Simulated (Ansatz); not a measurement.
`C[Si](C)(C)N` + `[Li][OH]` → `[Li][O][Si](C)(C)C` + NH₃ at 500 K and 1 bar (ligand exchange at the Si–N bond).

Program: Ansatz. Geometries: PBE0-D4/def2-TZVP. ΔE: electronic, gas phase. CCSD(T)/CBS is the MP2 limit (def2-TZVPP, def2-QZVPP) plus CCSD(T) − MP2 in def2-TZVPP, frozen cores. This one scheme is used for every species. For Li outer-core shells are correlated without core-valence functions, which leaves a few kJ/mol of doubt a bond. Each species was taken in one conformer, which may not be the lowest.

| species | CCSD(T)/CBS energy (Eh) | H − E (kJ/mol) | S (J/(mol·K)) |
| --- | --- | --- | --- |
| `C[Si](C)(C)N` | -464.63944 | 420.5 | 465.5 |
| `[Li][OH]` | -83.31445 | 54.5 | 232.6 |
| `[Li][O][Si](C)(C)C` | -491.47794 | 366.7 | 474.7 |
| NH₃ | -56.50880 | 108.2 | 211.8 |

H − E and S are ideal-gas, rigid-rotor, harmonic terms from PBE0-D4/def2-TZVP, for one conformer and one mirror image of each species. 1 Eh = 2625.50 kJ/mol, R = 8.31446 J/(mol·K).

**Question.** By hand: ΔE, ΔH, ΔS and ΔG.

**Answer.** ΔE = (-491.47794) + (-56.50880) − (-464.63944) − (-83.31445) = -0.03285 Eh = -86.2 kJ/mol. Δ(H − E) = 366.7 + 108.2 − 420.5 − 54.5 = -0.1, so ΔH = -86.3 kJ/mol. ΔS = 474.7 + 211.8 − 465.5 − 232.6 = -11.6 J/(mol·K). ΔG = -86.3 − 500 × (-11.6)/1000 = -80.5 kJ/mol.

**Question.** By hand: the equilibrium constant, and the temperature at which ΔG would vanish if ΔH and ΔS stayed fixed.

**Answer.** log₁₀ K = −ΔG/(RT ln 10) = 8.4. ΔG = 0 at ΔH/ΔS = 7440 K, far beyond where these terms or the molecules hold.

The number of gas molecules stays the same, so ΔS is small and ΔH decides. A doubt of 5 kJ/mol in ΔE shifts log₁₀ K by 0.5 here. Other conformers and mirror images would add mixing entropy, several J/(mol·K) or more a flexible species. These are equilibria of isolated gas molecules and say nothing of rates. Largest T1 diagnostic: 0.013 (customary marks: 0.02 for closed shells, 0.045 for open ones).
